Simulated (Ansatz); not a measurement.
Basis-set extrapolation for C9H18O, SMILES `CC(=O)C(C)(C)C(C)(C)C` (PBE0-D4/def2-TZVP geometry, frozen core, Ansatz). Multiplicity 1, RHF reference.

```tsv
	def2-TZVPP	def2-QZVPP
HF	-426.309755	-426.329207
MP2 correlation	-1.811978	-1.926759
CCSD(T) correlation	-1.975887	not run
```

Energies in hartree. Use E(X) = E(∞) + A·exp(−7.88·√X) for Hartree–Fock and E(X) = E(∞) + B·X^(−2.97) for correlation, with X = 3 and 4, and add CCSD(T) minus MP2 of the smaller set to the MP2 limit.

**Question.** What is the CCSD(T) energy at the basis-set limit?

**Answer.** HF limit: -426.329207 + (-0.019452) × 0.13774 = -426.33189. MP2 limit: -1.926759 + (-0.114781) × 0.74074 = -2.01178. Higher-order term: -1.975887 − (-1.811978) = -0.16391. Total: -428.50758 hartree, 6.04 eV below CCSD(T)/def2-TZVPP.
